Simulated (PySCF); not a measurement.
BrCs. Atoms are numbered in the order given.

```xyz
2

Cs     0.0000     0.0000    -1.2078
Br     0.0000     0.0000     1.8980
```

Coordinates come from a PBE0-D3(BJ)/def2-TZVPD optimisation. The def2 effective core potentials stand for the cores of Cs; spin–orbit coupling is left out.

Level of theory: TDDFT-CAM-B3LYP/def2-TZVPD (PySCF).

Vertical excitations; the highest root listed may be one member of a degenerate set. The molecule is in vacuum. State labels are in the subgroup C2v.

```
state  symmetry  energy (eV)  λ (nm)      f                                   main pairs
-----  --------  -----------  ------  -----  -------------------------------------------
S1           B2         4.11     301  0.014                   HOMO→LUMO (degenerate set)
S2           B1         4.11     301  0.014                 HOMO−1→LUMO (degenerate set)
S3           A1         4.23     293  0.057                             HOMO−2→LUMO 86 %
S4           A1         5.39     230  0.005         HOMO→LUMO+2 44 %, HOMO−1→LUMO+1 44 %
S5           A1         5.40     230  0.000  HOMO−1→LUMO+1, HOMO→LUMO+2 (degenerate set)
S6           A2         5.40     230  0.000  HOMO→LUMO+1, HOMO−1→LUMO+2 (degenerate set)
S7           B1         5.41     229  0.040               HOMO−1→LUMO+3 (degenerate set)
S8           B2         5.41     229  0.040                 HOMO→LUMO+3 (degenerate set)
S9           A2         5.43     228  0.000         HOMO−1→LUMO+2 46 %, HOMO→LUMO+1 46 %
S10          B2         5.48     226  0.004                           HOMO−2→LUMO+2 91 %
T1           B2         4.08     304      0                   HOMO→LUMO (degenerate set)
T2           B1         4.08     304      0                 HOMO−1→LUMO (degenerate set)
T3           A1         4.12     301      0                             HOMO−2→LUMO 86 %
T4           B2         5.37     231      0             HOMO→LUMO+3 70 %, HOMO→LUMO 12 %
```
Triplets are in the Tamm–Dancoff approximation, which puts them higher than full response would, so one can lie above its singlet here.
